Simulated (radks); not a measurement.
Q: All-electron atom: Pt I in [Xe] 4f14 5d8.5 6s1.5 (fractional occupations, a model configuration). All-electron calculation, scalar-relativistic Kohn-Sham, PBE, spin-polarised, spherical densities, point nucleus; open shells are filled with parallel spins first (spin-orbit coupling, left out, can overturn this in heavy ions). Program: a radial shooting solver on a logarithmic mesh with Libxc functionals. Some entries of the table are withheld. Estimate them.

orbital  occ.  eigenvalue (hartree)  r(max) (bohr)  <1/r> (bohr^-1)
1s up       1             -2882.638        0.01061            94.02
1s down     1             -2882.637        0.01061            94.02
2s up       1             -506.4370        0.06121            22.03
2s down     1             -506.4334        0.06121            22.03
2p up       3             -438.8400        0.05059            19.66
2p down     3             -438.8370        0.05059            19.66
3s up       1             -118.9963         0.1726            8.165
3s down     1             -118.9949         0.1726            8.165
3p up       3             -99.31524         0.1717            7.465
3p down     3             -99.31364         0.1717            7.465
3d up       5             -77.99482         0.1398            7.031
3d down     5             -77.99217         0.1398            7.031
4s up       1             -25.61088         0.3898            3.493
4s down     1             -25.60725         0.3898            3.493
4p up       3             -19.15797         0.4100            3.157
4p down     3             -19.15456         0.4100            3.157
4d up       5             -11.32700         0.4181            2.826
4d down     5             -11.32303         0.4182            2.826
5s up       1              -3.80159         0.8692            1.417
5s down     1              -3.77636         0.8682            1.420
4f up       7                   (1)            (2)              (3)
4f down     7                   (4)            (5)              (6)
5p up       3              -2.11872         0.9781            1.199
5p down     3              -2.08689         0.9765            1.203
5d up       5              -0.27697          1.258           0.7998
5d down   3.5              -0.23839          1.254           0.7981
6s up       1              -0.23622          2.343           0.4471
6s down   0.5              -0.20688          2.370           0.4363

A: 
(1) 4f up eigenvalue (hartree): -2.62724
(2) 4f up r(max) (bohr): 0.3850
(3) 4f up <1/r> (bohr^-1): 2.389
(4) 4f down eigenvalue (hartree): -2.62135
(5) 4f down r(max) (bohr): 0.3850
(6) 4f down <1/r> (bohr^-1): 2.391
